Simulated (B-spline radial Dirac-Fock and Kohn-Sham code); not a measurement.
Level of theory: independent-particle radiative and Coulomb Auger rates from relativistic LDA hole-state orbitals, with Dirac-Fock energies; a B-spline atomic structure program.

Problem. A single inner-shell vacancy in a neutral atom gives this computed emission spectrum. Which element, which hole, and which lines?

```
energy (eV)  relative intensity
    46697.1                56.1
    47544.3               100.0
    53689.9                10.2
    53869.5                19.9
    55260.4                 2.3
    55300.4                 4.4
    55588.1                 0.6
```

Solution. Holmium (Z = 67), hole in K (1s). In order of rising energy the lines are Kα2 (K-L2), Kα1 (K-L3), Kβ3 (K-M2), Kβ1 (K-M3), Kβ2'' (K-N2), Kβ2' (K-N3), K-O3.
